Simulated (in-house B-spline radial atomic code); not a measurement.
## RPA and G0W0 on PBE: Te6+

Configuration [Kr] 4d10, mean-field start PBE. Computed with an all-electron radial atomic-structure program (B-spline basis): all electrons, non-relativistic, point nucleus, each spin shell either full or empty, empty states to l = 9 with an (l + 1/2)⁻⁴ tail; G0W0 by contour deformation at full frequency.

Without relativity these are model numbers: it shifts the levels of so heavy an element strongly and can reorder them.

Command:
```bash
python run_gw.py task.json out
```
Settings (radii: box in bohr, nucleus in fm):
```
Z                        52
electrons                46
configuration            [Kr] 4d10
hamiltonian              nr
method                   pbe,pbe
lmax                     9
spin_polarised           False
box_radius               9.29
intervals                51
```

Cost of the run: 3 s on 1 thread of Arm Neoverse N1 (shared host).

Energies (hartree):

```
                                     term        value
                         mean-field total  -6605.81459
Hartree-Fock functional on these orbitals  -6604.05513
                      direct second order      -4.0451
                    second-order exchange       1.1124
                         SOSEX correction        1.046
```

(1) What is the RPA correlation energy, and what remains with SOSEX?

Quasi-particle levels (eV):

```tsv
level	occupied	mean field	Σx - vxc	Σc	QP weight	G0W0
4d	yes	-114.80	-11.57	?	?	?
5s	no	-74.57	8.26	-2.14	0.982	-68.46
```

G0W0 = mean field + (Σx - vxc) + Σc, with Σc (partial-wave tail included) taken at the quasi-particle energy. Only the outer levels were computed. Levels of low weight are left out.

(2) Where does G0W0 put 4d?

## Answers

(1) RPA gives -3.6097 hartree (-2.14 eV per electron); RPA + SOSEX gives -2.5638, and the second-order doubles -2.9327 hartree (no singles). RPA lacks exchange-type terms and so overcorrelates at short range.

(2) At -126.12 eV, with Σc = 0.25 eV and a quasi-particle weight of 0.960. The tabulated removal energy is 124.2 ± 0.06 eV (NIST, measured); the calculation leaves out relativity, Breit and QED terms, and what these don't explain is the method's own error.
